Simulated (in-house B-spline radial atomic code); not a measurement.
Configurations of the sulfur ion S⁷⁺, with energies counted from [He] 2s2 (2p1/2)2 (2p3/2)3. Level of theory: Dirac-Hartree-Fock, average of each configuration as written, Fermi nucleus of rms radius 3.2611 fm; calculated with a B-spline radial code for spherical atoms. Energies include first-order Breit, QED and recoil terms.

Occupations are held fixed; configurations that lie above the ionisation limit could autoionise.

```csv
configuration,E - E(ref) (eV),highest orbital,its <r> (bohr)
[He] 2s2 (2p1/2)1 (2p3/2)4,1.2444,2p3/2,0.4199
[He] 2s2 (2p1/2)2 (2p3/2)2 (4f7/2)1,276.13,4f7/2,2.242
[He] 2s2 (2p3/2)4 (5d5/2)1,299.19,5d5/2,4.143
[He] 2s2 (2p1/2)1 (2p3/2)3 6s1,302.92,6s1/2,5.819
[He] 2s2 (2p1/2)1 (2p3/2)3 (6g9/2)1,306.82,6g9/2,5.499
```

Q: Order these further configurations by energy, lowest first.
A. [He] 2s1 (2p1/2)1 (2p3/2)4 (6f7/2)1
B. [He] 2s1 (2p1/2)1 (2p3/2)4 (3d5/2)1
C. [He] 2s1 (2p1/2)2 (2p3/2)3 (6g7/2)1
D. [He] 2s2 (2p1/2)1 (2p3/2)3 (6d3/2)1
E. [He] 2s1 (2p1/2)1 (2p3/2)4 (5g9/2)1

A: B (288.63 eV), D (306.17 eV), E (355.49 eV), C (364.81 eV), A (366.09 eV).
